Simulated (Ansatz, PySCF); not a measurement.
2-chloroprop-1-ene (C₃H₅Cl), SMILES ClC(=C)C. Atoms are numbered in the order given.

```xyz
9

C      1.3603    -0.9630     0.0000
C      0.1330    -0.4436     0.0000
C     -1.1518    -1.1992     0.0000
Cl    -0.0766     1.2895     0.0000
H      2.2502    -0.3322     0.0000
H      1.4879    -2.0479     0.0000
H     -1.7525    -0.9405     0.8860
H     -0.9643    -2.2817     0.0000
H     -1.7525    -0.9405    -0.8860
```

The structure is a stationary point at PBE0-D3(BJ)/def2-SVP.

Two levels are set side by side: PBE-D3(BJ)/def2-SVP (PySCF) and PBE0-D3(BJ)/def2-SVP (Ansatz, a quantum-chemistry and plane-wave program). Each level has its own optimised geometry; the coordinates shown are those of the second. Frequencies come from the Hessian of PySCF at each geometry. Differences are taken from unrounded values.

```json
[
 {"quantity": "mean bond length (Å)", "PBE0-D3(BJ)": "1.257"},
 {"quantity": "bond C1–C2 (Å)", "PBE0-D3(BJ)": "1.333"},
 {"quantity": "bond C2–C3 (Å)", "PBE0-D3(BJ)": "1.490"},
 {"quantity": "bond C2–Cl4 (Å)", "PBE0-D3(BJ)": "1.746"},
 {"quantity": "bond C1–H5 (Å)", "PBE0-D3(BJ)": "1.091"},
 {"quantity": "bond C1–H6 (Å)", "PBE0-D3(BJ)": "1.092"},
 {"quantity": "bond C3–H7 (Å)", "PBE0-D3(BJ)": "1.101"},
 {"quantity": "bond C3–H8 (Å)", "PBE0-D3(BJ)": "1.099"},
 {"quantity": "bond C3–H9 (Å)", "PBE0-D3(BJ)": "1.101"},
 {"quantity": "highest harmonic wavenumber (cm⁻¹)", "PBE0-D3(BJ)": "3292"},
 {"quantity": "mean harmonic wavenumber (cm⁻¹)", "PBE0-D3(BJ)": "1484"},
 {"quantity": "zero-point energy (kcal/mol)", "PBE0-D3(BJ)": "44.54"}
]
```

### Question
What does PBE-D3(BJ) give, and how far is it from PBE0-D3(BJ)? (An estimate is asked for; the answer gives what the named calculation found.)

### Answer

```csv
quantity,PBE-D3(BJ),PBE-D3(BJ) minus PBE0-D3(BJ)
mean bond length (Å),1.266,0.009
bond C1–C2 (Å),1.344,0.011
bond C2–C3 (Å),1.497,0.007
bond C2–Cl4 (Å),1.761,0.015
bond C1–H5 (Å),1.099,0.008
bond C1–H6 (Å),1.100,0.008
bond C3–H7 (Å),1.110,0.009
bond C3–H8 (Å),1.107,0.008
bond C3–H9 (Å),1.110,0.009
highest harmonic wavenumber (cm⁻¹),3200,-92
mean harmonic wavenumber (cm⁻¹),1434,-50
zero-point energy (kcal/mol),43.05,-1.50
```

Exact exchange shortens and stiffens bonds; PBE has none. Differences between two approximate levels are no errors against the true value.
